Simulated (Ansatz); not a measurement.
Frontier orbitals of C₆H₁₇FO₂SiSn, SMILES `C[O][Sn]([F])([CH2][Si](C)(C)C)[O]C`.

```xyz
28

C    -2.312   -1.466    2.425
O    -1.169   -0.831    1.899
Sn   -0.272   -1.488    0.298
F    -0.215   -3.394    0.579
C     1.592   -0.568    0.005
Si    1.475    1.288   -0.346
C     0.638    2.117    1.105
C     0.496    1.537   -1.919
C     3.218    1.941   -0.552
O    -1.438   -1.313   -1.255
C    -2.606   -2.089   -1.400
H    -2.479   -1.083    3.435
H    -2.195   -2.554    2.489
H    -3.208   -1.249    1.830
H     2.171   -0.764    0.911
H     2.068   -1.099   -0.823
H     0.522    3.188    0.920
H     1.229    1.998    2.018
H    -0.352    1.697    1.302
H    -0.496    1.082   -1.856
H     1.009    1.088   -2.774
H     0.371    2.603   -2.128
H     3.205    3.015   -0.758
H     3.811    1.783    0.353
H     3.731    1.449   -1.382
H    -2.438   -3.148   -1.172
H    -2.935   -2.015   -2.441
H    -3.420   -1.723   -0.762
```

Charge 0, multiplicity 1. Correlated methods include outer-core shells of Sn, which these sets cover unevenly. Sn: def2 effective core potential. The structure was optimised at the PBE0-D4/def2-TZVP level. It is one conformer, not always the lowest. Basis def2-TZVPP, Ansatz.

```csv
functional,HOMO (eV),LUMO (eV),gap (eV)
LDA (SPW92),-6.26,-2.16,4.10
PBE,-6.10,-1.83,4.27
BLYP,-6.02,-1.77,4.25
B97M-V,-6.57,-1.65,4.92
PBE0,-7.69,-0.85,6.84
r2SCANh,-7.03,-1.20,5.83
BHLYP,-9.24,0.11,9.35
CAM-B3LYP,-9.15,0.13,9.28
ωB97M-V,-10.10,1.01,11.11
```

Against PBE, PBE0 changes HOMO and LUMO by −1.59 and +0.98 eV, ωB97M-V by −4.00 and +2.83 eV. A gap of 4.27 eV thus becomes 11.11 eV for the same molecule, so an orbital gap means little without its functional. A positive LUMO is unbound and depends on the basis.
